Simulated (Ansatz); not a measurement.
## Low-lying states of NiO

Program: Ansatz, Gaussian basis, development build. State-averaged CASSCF with equal weights; occupations are averaged over the states; levels count from the state that is lowest in CASSCF. Small basis; these aren't basis-limit values. Solutions may break the symmetry of the shape. Lower solutions, or ones in other orbitals, may exist. The average may hold one member of a degenerate pair alone.

Geometry: bond length 2.4405 Å. A bond is stretched, to 1.28 times the sum of the covalent radii.

Basis def2-SVP, nonrelativistic, 10 orbitals frozen in the corrections; active space CAS(14,9). Averaged: 2 triplets.

Question: Give the levels in order.

Answer: 

```json
{"state": "triplet", "CASSCF (eV)": "0.000", "SC-NEVPT2 (eV)": "0.000"}
{"state": "triplet", "CASSCF (eV)": "0.032", "SC-NEVPT2 (eV)": "0.056"}
```

Occupations: 2.00, 2.00, 2.00, 2.00, 1.51, 1.50, 1.05, 1.00, 0.94.
